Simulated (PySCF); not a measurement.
Isomers of C4H4F4, mass 128.025 u with the commonest isotopes. Method used: CAM-B3LYP/def2-SVPD in PySCF (dipole) on a GFN2-xTB geometry, gas phase. One conformer each, none proved a minimum here; rigid rotors.

Question: Order these by dipole moment, smallest first.
A. `[CH3:1][C@H:2]([F:3])[C:4]([F:5])=[C:6]([F:7])[F:8]` with C1–C2–C4–F5 -108°
B. `[F:1]/[CH:2]=[C:3](\[F:4])[CH2:5][CH:6]([F:7])[F:8]` with C2–C3–C5–C6 107°, C3–C5–C6–F7 -68°
C. `[F:1]/[CH:2]=[C:3](/[F:4])[CH2:5][CH:6]([F:7])[F:8]` with C2–C3–C5–C6 -119°, C3–C5–C6–F7 68°

Answer: B (1.66 D), C (1.95 D), A (2.16 D).

Question: Order these by radius of gyration √(Σ m r²/M), largest first.
A. `[CH3:1][C@H:2]([F:3])[C:4]([F:5])=[C:6]([F:7])[F:8]` with C1–C2–C4–F5 -108°
B. `[F:1]/[CH:2]=[C:3](/[F:4])[CH2:5][CH:6]([F:7])[F:8]` with C2–C3–C5–C6 -119°, C3–C5–C6–F7 68°
C. `[F:1]/[CH:2]=[C:3](\[F:4])[CH2:5][CH:6]([F:7])[F:8]` with C2–C3–C5–C6 107°, C3–C5–C6–F7 -68°

Answer: C (2.137 Å), B (2.053 Å), A (1.887 Å).

Question: Order these by out-of-plane moment Σ m c² = (Ia + Ib − Ic)/2, largest first.
A. `[F:1]/[CH:2]=[C:3](\[F:4])[CH2:5][CH:6]([F:7])[F:8]` with C2–C3–C5–C6 107°, C3–C5–C6–F7 -68°
B. `[F:1]/[CH:2]=[C:3](/[F:4])[CH2:5][CH:6]([F:7])[F:8]` with C2–C3–C5–C6 -119°, C3–C5–C6–F7 68°
C. `[CH3:1][C@H:2]([F:3])[C:4]([F:5])=[C:6]([F:7])[F:8]` with C1–C2–C4–F5 -108°

Answer: C (48.24 u·Å²), B (45.98 u·Å²), A (33.65 u·Å²).

| SMILES | point group | Ia (u·Å²) | Ib (u·Å²) | Ic (u·Å²) | κ | μa (D) | μb (D) | μc (D) |
| --- | --- | --- | --- | --- | --- | --- | --- | --- |
| F/C=C(/F)CC(F)F | C1 | 165.70 | 419.95 | 493.69 | -0.82 | 1.25 | 1.28 | 0.78 |
| C[C@H](F)C(F)=C(F)F | C1 | 184.36 | 319.66 | 407.55 | -0.55 | 1.43 | 0.67 | 1.47 |
| F/C=C(\F)CC(F)F | C1 | 119.11 | 499.14 | 550.94 | -0.94 | 0.20 | 0.37 | 1.61 |
